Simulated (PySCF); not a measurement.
**`C=C[C@@H]1CO[Si@H](F)C1`, C$_{5}$H$_{9}$FOSi**

Geometry:
```
atom   x (Å)   y (Å)   z (Å)
  C1   2.750   0.341  -0.156
  C2   1.581  -0.180  -0.479
  C3   0.297   0.117   0.223
  C4  -0.359  -1.158   0.786
  O5  -1.736  -0.934   0.998
 Si6  -2.366   0.305   0.159
  F7  -3.486  -0.249  -0.858
  C8  -0.744   0.764  -0.709
  H9   2.857   1.026   0.669
 H10   3.649   0.108  -0.702
 H11   1.500  -0.863  -1.316
 H12   0.479   0.797   1.060
 H13   0.088  -1.447   1.741
 H14  -0.248  -1.988   0.081
 H15  -3.034   1.245   1.028
 H16  -0.694   0.304  -1.699
 H17  -0.541   1.823  -0.835
```

The calculation used TDDFT CAM-B3LYP/def2-SVPD circular dichroism and optical rotation, one conformer, gas phase in PySCF. Geometry: GFN2-xTB.

The molecule is flexible and this is one conformer; a measurement averages over conformers.

Stereocentres: C3 R, Si6 R.

Task: Give the optical rotatory dispersion at 633, 589.3, 546, 436, 405, 365, 355 nm.

Result: [α] in deg dm⁻¹ (g/mL)⁻¹:
| λ (nm) | origin-invariant length gauge | modified velocity gauge | length gauge (centre of mass) | isotropic polarisability (au) |
| --- | --- | --- | --- | --- |
| 633 | -40.3 | -45.5 | -41.0 | 85.4 |
| 589.3 | -47.7 | -53.8 | -48.4 | 85.7 |
| 546 | -57.3 | -64.5 | -58.1 | 86.1 |
| 436 | -101.9 | -113.8 | -103.3 | 87.8 |
| 405 | -125.0 | -139.0 | -126.6 | 88.6 |
| 365 | -169.5 | -187.6 | -171.6 | 90.0 |
| 355 | -184.7 | -204.0 | -186.9 | 90.5 |

Task: And for the mirror image at 589.3 nm?

Result: +47.7 deg dm⁻¹ (g/mL)⁻¹ (origin-invariant length gauge): the same size and the opposite sign.

Task: What is the molar rotation [Φ] = [α]·M/100 of the geometry above at 589.3 nm?

Result: With M = 132.21 g/mol, -63.0 deg cm² dmol⁻¹ (origin-invariant length gauge).

The first excitation lies at 7.35 eV (169 nm) with R = +6.2 × 10⁻⁴⁰ esu² cm² (velocity form).
